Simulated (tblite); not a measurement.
C2H8GeOSi.
Atom-mapped SMILES: `[SiH3:1][C@H:2]1[CH2:3][O:4][GeH2:5]1` (hydrogens: H6, H7, H8 on Si1; H9 on C2; H10, H11 on C3; H12, H13 on Ge5)

Computed with GFN2-xTB (tblite), gas phase: L-BFGS steps from a force-field or distance-geometry start until the largest atomic force falls under 0.01 eV/Å.

Step 45: E = -436.9737 eV
```
atom  x, y, z in Å  |  force x, y, z in eV/Å
Si1     1.8437   -0.0854    0.1875   -0.071  -0.011  -0.016
C2      0.1108   -0.0649   -0.5797    0.008  -0.003  -0.014
C3     -0.8516   -1.0840    0.0481    0.023  -0.001  -0.016
O4     -1.9582   -0.2891    0.4662   -0.042  -0.005   0.018
Ge5    -1.2464    1.2946   -0.0360    0.045  -0.017   0.028
H6      2.3682   -1.4409    0.0003    0.044  -0.006  -0.007
H7      1.7614    0.2093    1.6183   -0.014   0.027   0.028
H8      2.6895    0.8982   -0.4902    0.000   0.025  -0.017
H9      0.1464   -0.1716   -1.6650    0.015   0.004   0.007
H10    -1.1864   -1.8518   -0.6536   -0.033   0.004  -0.015
H11    -0.4233   -1.5877    0.9192   -0.003  -0.025   0.021
H12    -1.0791    2.1847    1.1838    0.025   0.011   0.013
H13    -2.1794    1.9894   -1.0166    0.004  -0.003  -0.029
```

Step 46: E = -436.9744 eV
```
atom  x, y, z in Å  |  force x, y, z in eV/Å
Si1     1.8450   -0.0855    0.1874   -0.109  -0.003  -0.035
C2      0.1109   -0.0670   -0.5806    0.034  -0.008  -0.016
C3     -0.8531   -1.0848    0.0481    0.049   0.001  -0.035
O4     -1.9539   -0.2874    0.4742   -0.050   0.008   0.022
Ge5    -1.2418    1.2948   -0.0340    0.023  -0.008   0.041
H6      2.3717   -1.4397    0.0010    0.049  -0.012  -0.006
H7      1.7520    0.2108    1.6169   -0.001   0.027   0.037
H8      2.6891    0.9006   -0.4899   -0.004   0.017  -0.010
H9      0.1466   -0.1712   -1.6664    0.011  -0.001   0.018
H10    -1.1947   -1.8484   -0.6551   -0.026   0.006  -0.011
H11    -0.4213   -1.5928    0.9147   -0.008  -0.032   0.026
H12    -1.0794    2.1888    1.1855    0.027   0.001  -0.009
H13    -2.1756    1.9824   -1.0195    0.005   0.003  -0.021
```

Q: Estimate the geometry and energy of step 47. (The exact step hangs on the optimiser's Hessian estimate; all steps are aligned on step 46, rigid shifts and turns removed.)

A: E = -436.9752 eV, largest force 0.114 eV/Å
```
atom  x, y, z in Å  |  force x, y, z in eV/Å
Si1     1.8451   -0.0853    0.1865   -0.108   0.007  -0.036
C2      0.1109   -0.0707   -0.5816    0.045  -0.010  -0.014
C3     -0.8553   -1.0864    0.0478    0.055   0.000  -0.042
O4     -1.9515   -0.2857    0.4794   -0.043   0.016   0.026
Ge5    -1.2352    1.2946   -0.0309   -0.010   0.003   0.039
H6      2.3789   -1.4371    0.0016    0.045  -0.006  -0.001
H7      1.7414    0.2151    1.6149    0.013   0.021   0.031
H8      2.6864    0.9047   -0.4915   -0.017   0.001   0.003
H9      0.1469   -0.1720   -1.6676    0.003  -0.006   0.018
H10    -1.2044   -1.8466   -0.6556   -0.010   0.007  -0.009
H11    -0.4217   -1.5975    0.9120   -0.013  -0.035   0.021
H12    -1.0790    2.1895    1.1903    0.031  -0.005  -0.028
H13    -2.1669    1.9779   -1.0230    0.010   0.008  -0.008
```

The energy changes by -0.0008 eV. The first-order estimate −F·Δx gives -0.0011 eV and the mean of the old and new forces, exact on a quadratic surface, -0.0008 eV. The step makes an angle of 75° with the force vector and moves no atom by more than 0.012 Å.

The cost below is that of the whole relaxation. The run took 0.48 s wall on Arm Neoverse V1, one thread, shared host with 32 logical CPUs at a one-minute load of 28.
